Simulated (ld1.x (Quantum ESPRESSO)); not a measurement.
## nitrogen, RRKJ: configuration errors across variants

- Element: N (Z = 7)
- Generator: ld1.x (Quantum ESPRESSO) 7.5
- Type: norm-conserving RRKJ (Kleinman–Bylander form)
- Functional: LDA (PZ)
- Relativity: scalar-relativistic
- Frozen core: [He]
- Valence charge: 5
- Reference configuration: 2s2 2p2.5 (charge +0.5)
- Partial waves: 2s (bound): rc 0.85 bohr; 2p (bound): rc 1.15 bohr; 3d channel at 0.15 Ry: rc 1.25 bohr
- Local potential: the d channel
- Core correction: none
- rho0: 0.01

All-electron excitation energies from the reference (eV): (1) 2s2 2p3 -5.167; (2) 2s2 2p2 8.565; (3) 2s2 2p1 37.535; (4) 2s1 2p3 20.018; (5) 2s1 2p4 6.037; (6) 2s0 2p5 17.286; (7) 2s2 2p0 84.700; (8) 2s2 2p2.5 spin -2.307; (9) 2s2 2p3 spin -8.059.

Spin tests fill each open shell by Hund’s rule, majority spin first.

3 further variants failed, have other tests or another functional or relativity, and are left out.

Errors AE − PS in meV (a dash: test not solved or not reliable):

```tsv
change	(1)	(2)	(3)	(4)	(5)	(6)	(7)	(8)	(9)	bound ghosts
base	+1.0	+2.3	+56	+7.3	+15	+49	+335	+256	+297	none
local potential the s channel	+0.9	+2.1	+55	+7.3	+17	+57	+341	+256	+297	none
type TM; local potential the p channel; rho0 0	+0.6	+1.6	+48	+7.9	+16	+54	+312	+260	+301	none
all radii scaled by about 0.96 (s 0.82, p 1.10, d 1.20 bohr)	+1.0	+2.2	+53	+7.5	+15	+48	+321	+257	+298	none
wave 3d channel at 0.15 Ry: rc 1.25 bohr becomes 3d channel at 0.16 Ry: rc 1.25 bohr	+1.0	+2.3	+56	+7.3	+15	+49	+335	+256	+297	none
core correction a·sin(br)/r model core inside 0.44 bohr	+0.6	+0.9	+26	+4.5	+7.2	+25	+149	+42	+51	none
wave 3d channel at 0.15 Ry: rc 1.25 bohr becomes 3d channel at 0.15 Ry: rc 1.24 bohr	+1.0	+2.3	+56	+7.3	+15	+49	+335	+256	+297	none
wave 3d channel at 0.15 Ry: rc 1.25 bohr becomes 3d channel at 1.76 Ry: rc 1.25 bohr	+1.0	+2.3	+56	+7.3	+15	+49	+334	+256	+297	none
```

Task: Give the same row for: wave 2p (bound): rc 1.15 bohr becomes 2p (bound): rc 1.58 bohr.

Result: +2.7, +7.6, +155, -9.4, +31, +83, +806, +198, +242; bound ghosts: none.
